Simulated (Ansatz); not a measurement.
WO₂F₂. Total charge 0; triplet. Geometry PBE-D4/def2-SVP, that of the neutral singlet; atoms count from 1.

```csv
atom,x (Å),y (Å),z (Å)
W1,-0.0012,0.0176,0.0100
O2,0.3455,-0.2080,-1.6542
O3,-0.2239,-1.5569,0.6518
F4,-1.6139,0.9569,0.1612
F5,1.4935,0.7905,0.8312
```

In the def2 sets W takes a core potential; there is no spin–orbit coupling. At PBE0-D4/def2-TZVP a singlet of charge 0 lies 4.40 eV below the triplet at the same geometry.

(1) Estimate the Mulliken populations from the PBE0/def2-TZVP orbitals of Ansatz.

(2) Where does the spin sit?

(3) And the Mayer bond orders between bonded heavy atoms (over 0.3)?

## Answers

(1) 
```tsv
atom	charge (e)	spin (α − β)	d electrons
W1	1.49	0.67	3.69
O2	-0.35	0.64	–
O3	-0.35	0.64	–
F4	-0.40	0.02	–
F5	-0.40	0.02	–
```
Mulliken values and Mayer orders depend strongly on the basis.

(2) Summed by element: W 0.67, O 1.29, F 0.04, of 2 unpaired in all. Largest on single atoms: W1 0.67, O3 0.64, O2 0.64.

(3) W1–O2 1.63 (1.71 Å); W1–O3 1.63 (1.71 Å); W1–F4 0.93 (1.87 Å); W1–F5 0.93 (1.87 Å).
